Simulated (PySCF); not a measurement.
# One molecule, several mistakes: GeH3O2Si

Calculated results; nothing here was measured. They come from PySCF 2.14.0, an open-source quantum chemistry program, on an isolated molecule that a program drew, which may never have been made. The molecule is GeH3O2Si (charge 0, doublet), drawn as the SMILES string `O=[SiH][GeH][OH]`.

Each row is a Hartree-Fock (HF) and frozen-core CCSD(T) single point in the cc-pV(D+d)Z basis, meant for a local HF minimum. Run 1 is clean. Each other run has one planted mistake out of seven kinds, and not every kind appears here: one electron removed, one electron added, multiplicity raised by two, geometry at a saddle point, minimal basis STO-3G, one bond length entered in bohr, all coordinates scaled. The reference is restricted for singlets and unrestricted otherwise, and also for a bond in bohr. Adding or removing an electron swaps singlet and doublet. Electrons count all cores. HOMO and LUMO are orbital energies over both spins, the gradient is its largest component, and the lowest frequency (negative if imaginary) is given only where the gradient is small. Bond lengths are over the 6 bonds as drawn. T1 is the CCSD diagnostic: over 0.02 (restricted) or 0.045 (unrestricted) a single reference is doubtful. Germanium has the cc-pVDZ-PP basis, with a core potential (ECP10MDF) in place of its 10 inner electrons, and its 3s, 3p and 3d shells are frozen in CCSD(T).

Geometry of the clean run:
```xyz
7
GeH3O2Si, angstrom
O    -1.0153    0.5213   -1.6628
Si   -0.0896   -0.4059   -0.9302
Ge   -0.0088   -0.4993    1.4521
O     0.8430   -2.0116    1.8681
H     0.9533   -1.2306   -1.5758
H    -1.3629   -0.4548    2.1766
H     0.6652   -2.3639    2.7289
```

| run | electrons | basis functions | <S^2> | HOMO (eV) | LUMO (eV) | gradient (hartree/bohr) | lowest frequency (cm^-1) | mean bond (Å) | longest bond (Å) | T1 | HF (hartree) | CCSD(T) (hartree) | mistake |
|---|---|---|---|---|---|---|---|---|---|---|---|---|---|
| 1 | 65 | 89 | 0.771 | -8.99 | 0.08 | 1.0e-05 | 77 | 1.6055 | 2.385 | 0.0242 | -733.77195 | -734.36138 | no fault |
| 2 | 66 | 89 | 0.000 | -1.42 | 6.72 | 4.9e-02 | - | 1.6055 | 2.385 | 0.0213 | -733.79291 | -734.40474 | one electron added |
| 3 | 65 | 89 | 0.783 | -9.24 | -0.26 | 5.9e-02 | - | 1.7114 | 2.543 | 0.0290 | -733.74267 | -734.35127 | all coordinates scaled |
| 4 | 65 | 89 | 3.776 | -6.38 | -0.07 | 1.2e-01 | - | 1.6055 | 2.385 | 0.0387 | -733.66901 | -734.21284 | multiplicity raised by two |
| 5 | 65 | 89 | 0.773 | -8.06 | 0.30 | 2.9e-05 | -371 | 1.5825 | 2.286 | 0.0228 | -733.76458 | -734.35547 | ? |

**Which mistake was planted in run 5, and what did it cost?**

The gradient is small, so the point is stationary, but the lowest frequency is imaginary (-371 cm^-1). So the mistake is: geometry at a saddle point. Subtracting run 1 and multiplying by 627.51 kcal/mol a hartree, the energy moved by 4.6 kcal/mol in HF and 3.7 kcal/mol in CCSD(T).

Cautions from the logs. Run 2: T1 is over the limit, so its CCSD(T) energy is less reliable.
